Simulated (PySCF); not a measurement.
H$_{4}$BN, charge +1, doublet, geometry from GFN2-xTB (a state made from the parent by changing its charge; the spin is typed, not shown lowest). Base run: CAMB3LYP/6-31G run with PySCF.

Input for PySCF:
```python
from pyscf import gto, scf, dft

mol = gto.Mole()
mol.atom = '''
    B    -0.73130621    0.03665242   -0.00704812
    N     0.60086384   -0.03011476    0.00579095
    H    -1.51017053   -0.84599977   -0.16863775
    H    -1.42098447    0.99290666    0.14038813
    H     1.23321839    0.75151551   -0.16929741
    H     1.14842081   -0.87088115    0.19225095
'''
mol.basis = '6-31g'
mol.charge = 1
mol.spin = 1
mol.verbose = 4
mol.build()

mf = dft.UKS(mol)
mf.xc = 'camb3lyp'
mf.kernel()
```

Variants of this job, named by their change:

| change | E (Eh) | HOMO (eV) | <S^2> | core-seconds (rough) |
|---|---|---|---|---|
| base | -81.56568 | -18.01 | 0.763 | 5 |
| functional = tpssh | -81.62801 | -16.05 | 0.759 | 8 |
| functional = o3lyp | -81.59343 | -15.98 | 0.756 | 3 |
| functional = m062x | -81.56709 | -17.89 | 0.759 | 4 |
| functional = blyp; dispersion = d3bj | -81.59294 | -15.16 | 0.754 | 2 |
| functional = blyp | -81.58851 | -15.16 | 0.754 | 3 |
| functional = wb97m_v | -81.56402 | -18.93 | 0.758 | 60 |
| functional = pbe | -81.50487 | -15.27 | 0.753 | 2 |
| functional = pw6b95 | -81.71811 | -16.79 | 0.758 | 4 |
| functional = tpss | -81.63954 | -15.54 | 0.756 | 6 |
| functional = b3lyp | -81.62450 | -16.50 | 0.759 | 4 |
| functional = b97-1 | -81.59316 | -16.47 | 0.758 | 3 |
| functional = mn12l | -81.52894 | -15.36 | 0.755 | 4 |

Absolute energies of different levels of theory aren't comparable as measures of quality.

Open shells are given as the SCF converged; they aren't shown to be the lowest states, and a large step between rows can be another state.
